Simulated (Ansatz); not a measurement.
Molecule: CH6BN2O (charge -1, singlet). It need not be the lowest isomer of its formula. Whether it binds its extra electron was not tested at this geometry. 
Coordinates optimised at B3LYP-D3(BJ)/def2-TZVP (Ansatz, a quantum-chemistry and plane-wave program):
SMILES: COB([NH-])N
```xyz
11

C      1.8315    -0.4345    -0.1560
O      0.4875    -0.7407    -0.3835
B     -0.4842     0.2057     0.1083
N     -0.1106     1.3668     0.7392
N     -1.8503    -0.3355    -0.1751
H      2.0985     0.5555    -0.5467
H      2.4504    -1.1976    -0.6490
H      2.0762    -0.4194     0.9150
H     -0.9079     1.9313     1.0273
H     -1.8924    -0.9567    -0.9734
H     -2.5661     0.3713    -0.2593
```
Charge -1, spin multiplicity 1.

Basis-set convergence of Hartree-Fock and CCSD(T) correlation energies (hartree) with Ansatz. Cores are frozen in the correlated levels unless marked. Spin-orbit coupling is left out. Non-relativistic. This anion needs diffuse functions, which these sets lack.

```
basis    functions       E(HF)  E(corr, CCSD(T))
-------  ---------  ----------  ----------------
cc-pVDZ        100  -249.87989          -0.82427
cc-pVTZ        234  -249.97119          -1.02246
cc-pVQZ        455  (withheld)        (withheld)
```

Question: Complete the blanks.

Answer: 
- cc-pVQZ, E(HF): -249.99433
- cc-pVQZ, E(corr, CCSD(T)): -1.08562
